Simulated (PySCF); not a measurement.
Basis-set dependence of BAs at MP2

PySCF, ROHF reference; triplet, unpaired electrons σ ↑, π ↑; De to B + As without counterpoise correction. Frozen cores follow the default of each basis and core potential.

```json
{"basis": "cc-pVDZ/cc-pVDZ-PP", "relativity": "scalar-relativistic core potentials", "functions": "37", "Re (Å)": "1.867", "ωe (cm⁻¹)": "827", "De (eV)": "2.44", "frozen orbitals": "5"}
{"basis": "x2c-SVPall", "relativity": "spin-free X2C", "functions": "46", "Re (Å)": "1.848", "ωe (cm⁻¹)": "846", "De (eV)": "2.62", "frozen orbitals": "10"}
{"basis": "x2c-TZVPPall", "relativity": "spin-free X2C", "functions": "79", "Re (Å)": "1.846", "ωe (cm⁻¹)": "831", "De (eV)": "2.83", "frozen orbitals": "10"}
{"basis": "def2-TZVPPD", "relativity": "no relativity", "functions": "91", "Re (Å)": "1.850", "ωe (cm⁻¹)": "831", "De (eV)": "2.84", "frozen orbitals": "10"}
```

(1) How does each smaller set differ from the one with most functions, def2-TZVPPD?

Correlated steps freeze the inner cores (5 to 10 orbitals); shallow outer-core shells are correlated. Correlated levels converge slowly with the basis: in double zeta they bind strong bonds too weakly, by up to about 1 eV, and carry superposition errors of some tenths. Spin–orbit coupling is left out. The state was picked by a PBE0 search and need not be the measured ground state.

## Answers

(1) cc-pVDZ/cc-pVDZ-PP: +1.7 pm, -0.5 % in ωe, -0.40 eV in De; x2c-SVPall: -0.2 pm, +1.8 % in ωe, -0.22 eV in De; x2c-TZVPPall: -0.4 pm, +0.0 % in ωe, -0.01 eV in De. All at MP2; the set with most functions is neither the basis-set limit nor always the best. The rows treat relativity differently, so the differences are not basis effects alone.
